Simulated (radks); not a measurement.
Values are calculated unless marked as measured or tabulated.
Problem. Mean orbital radii <r> (bohr) of the caesium ion Cs2+, [Kr] 4d10 5s2 5p5, of relativity; Dirac values are averaged over j with weights 2j + 1. Spin-unpolarised spherical Kohn-Sham, BLYP, point nucleus unless stated (finite: rms radius 4.8041 fm), a radial shooting solver on a logarithmic mesh with Libxc functionals. A level marked "c x" has the speed of light scaled by that factor and shares open shells by 2j + 1; other Dirac levels either fill j = l - 1/2 first or share by 2j + 1.

shell  non-rel.
1s      0.02763
2s       0.1187
2p       0.1010
3s       0.3133
3p       0.3034
3d       0.2740
4s       0.7245
4p       0.7519
4d       0.8306
5s        1.772
5p        2.011

Give the values at the level "Dirac, c x 3".

Solution. 
shell  Dirac, c x 3  change of magnitude (%)
1s          0.02746                    -0.59
2s           0.1179                    -0.64
2p           0.1006                    -0.33
3s           0.3117                    -0.50
3p           0.3027                    -0.25
3d           0.2739                    -0.02
4s           0.7213                    -0.44
4p           0.7505                    -0.19
4d           0.8312                    +0.07
5s            1.765                    -0.41
5p            2.008                    -0.11
